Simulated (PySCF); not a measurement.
Compound: C7H14O2P (charge -1).
Cartesian coordinates in Å at the GFN2-xTB level; atoms count from 1:
```xyz
24
C7H14O2P angstrom
C     -3.5915    0.6847   -0.2000
C     -2.1478    0.6501    0.2919
C     -1.4481   -0.6504   -0.0488
P      0.1755   -0.8631    0.8673
O     -0.0069   -0.4349    2.2839
O      0.7092   -2.2261    0.5887
C      1.2254    0.4081   -0.0234
C      2.6554    0.2826    0.5053
C      3.0425   -0.4378   -0.7909
C      1.6894   -0.0590   -1.4033
H     -4.1666   -0.1216    0.2528
H     -4.0691    1.6315    0.0539
H     -3.6300    0.5611   -1.2823
H     -2.1197    0.7698    1.3764
H     -1.5980    1.4868   -0.1467
H     -2.0509   -1.5019    0.2858
H     -1.2993   -0.7538   -1.1260
H      0.7825    1.4039    0.0324
H      3.1746    1.2325    0.6565
H      2.7251   -0.3180    1.4130
H      3.9286   -0.0574   -1.3063
H      3.1376   -1.5113   -0.6473
H      1.1205   -0.8942   -1.8094
H      1.7498    0.7385   -2.1493
```

NICS = −σ at a ghost point: NICS(0) at the centroid of the ring atoms, NICS(1) 1 Å to either side along the normal of their mean plane, zz for the tensor component along that normal. Level: GIAO PBE0/pcSseg-1 (PySCF, non-relativistic, gas phase) on the GFN2-xTB geometry, one conformer.

Ring bond lengths (Å), with Mayer bond orders in brackets: C7–C8 1.530 (1.02), C8–C9 1.533 (1.05), C9–C10 1.533 (1.06), C10–C7 1.529 (0.99).

What do the NICS probes read (ppm)?

```
        ring                                            type  NICS(0)  NICS(1), two faces  NICS(1)zz, two faces  rms pucker (Å)  centre to ring atoms, mean (Å)
C7–C8–C9–C10  4-membered carbocycle; formal bonds all single      1.0          0.8 / -0.5             4.8 / 0.8            0.07                            1.08
```

What can be read from them?

- C7–C8–C9–C10: mean NICS(1)zz 2.8 ppm, near zero. C7, C8, C9, C10 have four or more neighbours; no verdict on aromaticity is drawn. The two faces differ by 4.0 ppm, so no symmetry operation interchanges them.

At the second NICS(1) probe listed for ring C7–C8–C9–C10, 1 Å off the ring, what do the in-plane components average?

The isotropic value is a third of the trace: (3 × -0.5 − (0.8))/2 = -1.1 ppm.
